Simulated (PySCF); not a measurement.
**Indirect couplings**

Molfile (atoms numbered from 1):
```
C4H10BBr
     RDKit          3D

 16 15  0  0  0  0  0  0  0  0999 V2000
   -0.3134    1.8566    0.5881 C   0  0  0  0  0  0  0  0  0  0  0  0
    0.7210    1.2373    1.5425 C   0  0  0  0  0  0  0  0  0  0  0  0
    1.9079    0.7022    0.7241 C   0  0  0  0  0  0  0  0  0  0  0  0
    0.0772    0.0898    2.3282 C   0  0  0  0  0  0  0  0  0  0  0  0
    1.2344    2.3457    2.5383 B   0  0  0  0  0  0  0  0  0  0  0  0
    2.0871    3.9357    1.8987 Br  0  0  0  0  0  0  0  0  0  0  0  0
   -1.1834    2.2607    1.1303 H   0  0  0  0  0  0  0  0  0  0  0  0
   -0.6866    1.0872   -0.1090 H   0  0  0  0  0  0  0  0  0  0  0  0
    0.1230    2.6729   -0.0067 H   0  0  0  0  0  0  0  0  0  0  0  0
    2.3836    1.4981    0.1318 H   0  0  0  0  0  0  0  0  0  0  0  0
    1.5594   -0.0799    0.0281 H   0  0  0  0  0  0  0  0  0  0  0  0
    2.6804    0.2507    1.3673 H   0  0  0  0  0  0  0  0  0  0  0  0
   -0.7803    0.4386    2.9249 H   0  0  0  0  0  0  0  0  0  0  0  0
    0.7944   -0.3787    3.0205 H   0  0  0  0  0  0  0  0  0  0  0  0
   -0.2886   -0.6954    1.6451 H   0  0  0  0  0  0  0  0  0  0  0  0
    1.1300    2.2780    3.7388 H   0  0  0  0  0  0  0  0  0  0  0  0
  1  2  1  0
  2  3  1  0
  2  4  1  0
  2  5  1  0
  5  6  1  0
  1  7  1  0
  1  8  1  0
  1  9  1  0
  3 10  1  0
  3 11  1  0
  3 12  1  0
  4 13  1  0
  4 14  1  0
  4 15  1  0
  5 16  1  0
M  END
```

Couplings: B3LYP/pcJ-1 (pcSseg-1 on Br) (spin–dipole term only in couplings to heteroatoms) in PySCF 2.14, geometry PBE0-D3(BJ)/def2-SVP; gas phase, one conformer, non-relativistic. Couplings are averaged over pairs made equivalent by symmetry, fast rotation or ring inversion, so a value needn't be that of the named pair in this geometry, while other rotamers aren't included; one pair stands for each set, and the list holds those of at least 0.8 Hz over up to four bonds.

Isotopes: ¹¹B, ¹H, ¹³C.

```tsv
pair	bonds	J (Hz)
C1, C2	1	33.1
C1, H7	1	133.8
C2, B5	1	59.5
B5, H16	1	?
C2, H7	2	-2.6
C2, H16	2	9.4
H7, H8	2	-13.5
C1, H10	3	5.8
C1, H16	3	?
B5, H7	3	?
```

Estimate the withheld couplings, with signs.

Answers


- ¹J(B5,H16) = 168.4 Hz (bond length 1.207 Å)
- ³J(C1,H16) = 2.2 Hz (mean over equivalent pairs that range from 0.5 to 5.5 Hz in this conformer)
- ³J(B5,H7) = 5.5 Hz (mean over equivalent pairs that range from 2.1 to 15.6 Hz in this conformer)

Relativistic effects of the heavier atoms present are left out.
